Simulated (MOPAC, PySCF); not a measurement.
C3HN, SMILES `C#CC#N`, neutral singlet in the gas phase. 

Cartesian coordinates (Å):
```xyz
5

C     -1.0378    -0.1676     0.8135
C     -0.0681    -0.0110     0.1220
C      1.0367     0.1676    -0.6658
N      1.9691     0.3183    -1.3308
H     -1.8962    -0.3063     1.4256
```
Charge 0, spin multiplicity 1.

All levels are single points at this geometry (B3LYP-D3(BJ)/def2-TZVP); Pople sets use spherical d functions. Orbital energies aren't observables, and empty levels follow the basis.

B3LYP/3-21G in PySCF gives dipole (D) = 3.55.

Q: Estimate the dipole (D) from each of these levels: B3LYP-D3(BJ)/def2-TZVP in PySCF; PBE-D3(BJ)/def2-TZVP in PySCF; B3LYP/6-311+G** in PySCF; B3LYP/6-31G* in PySCF; BP86/6-31G* in PySCF; M06-2X/6-31G* in PySCF; PBE/6-31G* in PySCF; SVWN5/6-31G* in PySCF; HF/6-31G* in PySCF; HF/STO-3G in PySCF; AM1 in MOPAC; PM6 in MOPAC.

A: 
```json
[
 {"level": "B3LYP-D3(BJ)/def2-TZVP in PySCF", "dipole (D)": "3.87"},
 {"level": "PBE-D3(BJ)/def2-TZVP in PySCF", "dipole (D)": "3.76"},
 {"level": "B3LYP/6-311+G** in PySCF", "dipole (D)": "3.92"},
 {"level": "B3LYP/6-31G* in PySCF", "dipole (D)": "3.81"},
 {"level": "BP86/6-31G* in PySCF", "dipole (D)": "3.73"},
 {"level": "M06-2X/6-31G* in PySCF", "dipole (D)": "3.80"},
 {"level": "PBE/6-31G* in PySCF", "dipole (D)": "3.70"},
 {"level": "SVWN5/6-31G* in PySCF", "dipole (D)": "3.77"},
 {"level": "HF/6-31G* in PySCF", "dipole (D)": "4.16"},
 {"level": "HF/STO-3G in PySCF", "dipole (D)": "3.13"},
 {"level": "AM1 in MOPAC", "dipole (D)": "3.04"},
 {"level": "PM6 in MOPAC", "dipole (D)": "3.60"}
]
```
